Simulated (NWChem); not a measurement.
Species: C2H4BF3; SMILES FCB(CF)F

```xyz
10

F     -0.6936    -2.1989     0.0000
C     -0.8764    -0.8398     0.0000
B      0.4632    -0.0223     0.0000
F      1.6349    -0.6383     0.0000
C      0.4625     1.5520     0.0000
F     -0.8179     2.0649     0.0000
H     -1.4823    -0.5388     0.8775
H     -1.4823    -0.5388    -0.8775
H      1.0106     1.9333    -0.8833
H      1.0106     1.9333     0.8833
```
Atoms are numbered in this order, from 1.

Computed with NWChem. Pople sets run with spherical d functions. All runs use the structure optimised with PBE0/def2-SVP. Total energies compare along this basis series because the functional is fixed.

```json
[
 {"level": "PBE/STO-3G", "basis functions": "34", "energy (Ha)": "-396.9824", "highest occupied level (eV)": "-2.06", "orbital gap (eV)": "3.68", "dipole (D)": "0.87", "relative time": "1"},
 {"level": "PBE/3-21G", "basis functions": "62", "energy (Ha)": "-400.4036", "highest occupied level (eV)": "-6.24", "orbital gap (eV)": "4.95", "dipole (D)": "1.44", "relative time": "1"},
 {"level": "PBE/6-31G*", "basis functions": "92", "energy (Ha)": "-402.5812", "highest occupied level (eV)": "-6.47", "orbital gap (eV)": "5.24", "dipole (D)": "1.37", "relative time": "4"},
 {"level": "PBE/6-31+G*", "basis functions": "116", "energy (Ha)": "-402.6214", "highest occupied level (eV)": "-7.09", "orbital gap (eV)": "5.41", "dipole (D)": "1.66", "relative time": "7"},
 {"level": "PBE/6-311G**", "basis functions": "132", "energy (Ha)": "-402.7159", "highest occupied level (eV)": "-6.85", "orbital gap (eV)": "5.30", "dipole (D)": "1.52", "relative time": "7"},
 {"level": "PBE/6-311++G**", "basis functions": "160", "energy (Ha)": "-402.7339", "highest occupied level (eV)": "-7.17", "orbital gap (eV)": "5.36", "dipole (D)": "1.65", "relative time": "10"}
]
```

Relative times are rough (shared machine, one core).
